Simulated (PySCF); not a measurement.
## Vertical excitation energies

Ge₂H₇N.
SMILES: `[GeH3][NH][GeH3]`

Computed, not measured: TDDFT B3LYP/def2-SVPD, vertical, gas phase, core orbitals frozen in the response in PySCF 2.14.0, density-fitted response routines. Geometry: PBE0-D3(BJ)/def2-SVP; no solvent, vibrations or thermal averaging. Relativistic effects, spin–orbit coupling among them, are left out although an element past zinc is present.

Problem. List the vertical singlet excitations with oscillator strengths and describe the spectrum.

Solution. 

| state | λ (nm) | E (eV) | f | symmetry | main configurations (H = HOMO, L = LUMO) |
| --- | --- | --- | --- | --- | --- |
| S1 | 229.0 | 5.41 | 0.0039 | A′ | H→L (99%) |
| S2 | 205.4 | 6.04 | 0.035 | A′ | H→L+1 (98%) |
| S3 | 192.3 | 6.45 | 0.0030 | A″ | H→L+2 (98%) |
| S4 | 187.9 | 6.60 | 0.0027 | A′ | H→L+3 (98%) |
| S5 | 175.7 | 7.06 | 0.024 | A″ | H→L+4 (96%) |
| S6 | 171.8 | 7.22 | 0.0083 | A′ | H→L+5 (95%) |
| S7 | 169.0 | 7.33 | 0.023 | A″ | H→L+6 (96%) |
| S8 | 164.3 | 7.55 | 0.0068 | A′ | H→L+7 (95%) |
| S9 | 160.1 | 7.74 | 0.010 | A″ | H-1→L (96%) |
| S10 | 156.8 | 7.91 | 0.0008 | – | H-2→L (90%) |

Triplets (Tamm–Dancoff): T1 5.04 eV, H→L (90%); T2 5.79 eV, H→L+1 (90%), H→L (8%); T3 6.28 eV, H→L+2 (95%); T4 6.38 eV, H→L+3 (97%).

The lowest singlet comes at 229 nm (522 kJ/mol) in the ultraviolet; it is very weak; its leading configuration is HOMO→LUMO (99%). The strongest level in the table is S2 at 6.04 eV (205 nm, f = 0.035). Löwdin shares by element: HOMO nitrogen 59%, germanium 19%, hydrogen 6% or more (atoms not listed hold the other 16%); LUMO germanium 48%, nitrogen 11%, hydrogen 10% or more (atoms not listed hold the other 31%). Orbital energies (eV): HOMO-3 -9.34, HOMO-2 -9.20, HOMO-1 -9.06, HOMO -6.84, LUMO -0.36, LUMO+1 0.06, LUMO+2 0.48. The oscillator strengths of these states sum to 0.118; summed over the whole spectrum of an exact calculation they would give the number of electrons, 78 (Thomas–Reiche–Kuhn). The listed states span 2.49 eV, and the widest gap between neighbours is 0.62 eV (S1 to S2). All these states lie below the vertical ionisation energy of 8.99 eV (ΔSCF). Symmetry labels in Cs follow from the direction of the transition dipole and are given only for states with f of 0.002 or more. Only the lowest 10 singlets were computed, as vertical energies without vibronic structure.
